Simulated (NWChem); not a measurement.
Species: BeHBr; SMILES [BeH][Br]

```xyz
3

Be     0.0000     0.0000    -1.6820
H      0.0000     0.0000    -3.0054
Br     0.0000     0.0000     0.2781
```
Atoms are numbered in this order, from 1.

All runs: NWChem. Coordinates come from a B3LYP/6-31G* (spherical d) optimisation.

Question: Taking B3LYP/def2-QZVP as the yardstick, which of these has the fewest basis functions while keeping “highest occupied level (eV)” within 0.05 eV of it: B3LYP/def2-TZVP; B3LYP/def2-TZVPP; B3LYP/def2-SVP; B3LYP/def2-SVPD?

Answer: B3LYP/def2-SVPD.
```json
[
 {"level": "B3LYP/def2-SVP", "basis functions": "46", "highest occupied level (eV)": "-8.63"},
 {"level": "B3LYP/def2-SVPD", "basis functions": "61", "highest occupied level (eV)": "-8.77"},
 {"level": "B3LYP/def2-TZVP", "basis functions": "73", "highest occupied level (eV)": "-8.71"},
 {"level": "B3LYP/def2-TZVPP", "basis functions": "81", "highest occupied level (eV)": "-8.71"},
 {"level": "B3LYP/def2-QZVP", "basis functions": "141", "highest occupied level (eV)": "-8.73"}
]
```

The yardstick is one finite set, not the basis-set limit.
